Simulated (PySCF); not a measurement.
Simulated C 1s region for `CN(BC#CC)C`, binding energy against the vacuum level.

Every computed line was given a Gaussian of 0.7 eV full width at half maximum and an area set by the number of equivalent atoms; the highest printed point is 100. The calculation used delta-SCF UKS SCAN, pcX-2 on the ionised atom, pcseg-1 elsewhere, spin-free X2C (PySCF 2.14.0).

binding energy (eV), intensity and a bar:
```
    288.2          0 
    288.3          0 
    288.4          1 
    288.5          2 #
    288.6          4 #
    288.7          7 ##
    288.8         12 ####
    288.9         19 ######
    289.0         26 ########
    289.1         33 ##########
    289.2         38 ###########
    289.3         40 ############
    289.4         41 ############
    289.5         41 ############
    289.6         41 ############
    289.7         40 ############
    289.8         38 ############
    289.9         34 ##########
    290.0         28 ########
    290.1         21 ######
    290.2         14 ####
    290.3          9 ###
    290.4          5 #
    290.5          3 #
    290.6          4 #
    290.7          7 ##
    290.8         14 ####
    290.9         25 ########
    291.0         42 ############
    291.1         61 ##################
    291.2         81 ########################
    291.3         95 #############################
    291.4        100 ##############################
    291.5         94 ############################
    291.6         79 ########################
    291.7         59 ##################
    291.8         40 ############
    291.9         24 #######
    292.0         13 ####
    292.1          6 ##
    292.2          3 #
    292.3          1 
    292.4          0
```

How many maxima does the curve show, and how many computed lines lie under it?

The curve has 2 maxima (at 289.5 and 291.4 eV). Under it lie 4 lines from 4 inequivalent carbon sites. At this width some lines have no maximum of their own.

Decompose the envelope and assign each component. Numbering: `[CH3:1][C:2]#[C:3][BH:4][N:5]([CH3:6])[CH3:7]`.

```csv
position (eV),relative area,line,atoms,environment
289.22,1,C 1s,C3,alkyne carbon
289.81,1,C 1s,C2,alkyne carbon
291.38,2,C 1s,C6/C7,N-methyl carbon
291.43,1,C 1s,C1,propargylic carbon
```

What are the centre and the root-mean-square width of the whole band?

The area-weighted mean of the lines is 290.64 eV. Their own spread about it is 0.94 eV (rms) and each Gaussian has σ = 0.7/2.355 = 0.30 eV; the variances add, which gives 0.99 eV.

The listed C 1s values span 2.21 eV, from C3 (bonded to C (triple bond) and B) to C1 (bonded to C and 3 H). The widest gap between neighbouring values is 1.57 eV, between 289.81 and 291.38 eV. The values 291.38 and 291.43 eV lie too close for their order to be trusted.

Shake-up satellites, vibrational structure and lifetime widths aren't simulated. One atom of each set of topologically equivalent atoms was ionised and stands for the set; in this conformer not all members are related by symmetry, and their own values weren't computed. Spin contamination (⟨S²⟩ against 0.75 for a pure doublet) is marked for C 1s of C2 (0.86), which makes this value less certain. Geometry: PBE0-D3(BJ)/def2-SVP; no solvent, vibrations or thermal averaging.

The values belong to the conformer `[CH3:1][C:2]#[C:3][BH:4][N:5]([CH3:6])[CH3:7]`: C3–B4–N5–C6 0°.
